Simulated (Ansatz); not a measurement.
`C[SiH](F)Cl` + NH₃ → `N[SiH](F)Cl` + CH₄ at 700 K and 1 bar (ligand exchange at the Si–C bond).

Calculated with Ansatz (gas phase, PBE0-D4/def2-TZVP geometries, no zero-point term in ΔE). CCSD(T)/CBS adds triple-zeta CCSD(T) − MP2 to the extrapolated MP2 energy (def2 sets, frozen cores). This one scheme is used for every species. Each species was taken in one conformer, which may not be the lowest.

```json
{"species": "`C[SiH](F)Cl`", "CCSD(T)/CBS energy (Eh)": "-889.24457", "H − E (kJ/mol)": "194.0", "S (J/(mol·K))": "410.2"}
{"species": "NH₃", "CCSD(T)/CBS energy (Eh)": "-56.50880", "H − E (kJ/mol)": "116.9", "S (J/(mol·K))": "226.5"}
{"species": "`N[SiH](F)Cl`", "CCSD(T)/CBS energy (Eh)": "-905.31614", "H − E (kJ/mol)": "164.0", "S (J/(mol·K))": "405.3"}
{"species": "CH₄", "CCSD(T)/CBS energy (Eh)": "-40.46206", "H − E (kJ/mol)": "145.9", "S (J/(mol·K))": "224.0"}
```

H − E and S are ideal-gas, rigid-rotor, harmonic terms from PBE0-D4/def2-TZVP, for one conformer and one mirror image of each species. 1 Eh = 2625.50 kJ/mol, R = 8.31446 J/(mol·K).

Question: By hand: ΔE, ΔH, ΔS and ΔG.

Answer: ΔE = (-905.31614) + (-40.46206) − (-889.24457) − (-56.50880) = -0.02483 Eh = -65.2 kJ/mol. Δ(H − E) = 164.0 + 145.9 − 194.0 − 116.9 = -1.0, so ΔH = -66.2 kJ/mol. ΔS = 405.3 + 224.0 − 410.2 − 226.5 = -7.4 J/(mol·K). ΔG = -66.2 − 700 × (-7.4)/1000 = -61.0 kJ/mol.

Question: By hand: the equilibrium constant, and the temperature at which ΔG would vanish if ΔH and ΔS stayed fixed.

Answer: log₁₀ K = −ΔG/(RT ln 10) = 4.6. ΔG = 0 at ΔH/ΔS = 8946 K, far beyond where these terms or the molecules hold.

The number of gas molecules stays the same, so ΔS is small and ΔH decides. A doubt of 5 kJ/mol in ΔE shifts log₁₀ K by 0.4 here. Other conformers and mirror images would add mixing entropy, several J/(mol·K) or more a flexible species. These are equilibria of isolated gas molecules and say nothing of rates. Largest T1 diagnostic: 0.010 (customary marks: 0.02 for closed shells, 0.045 for open ones).
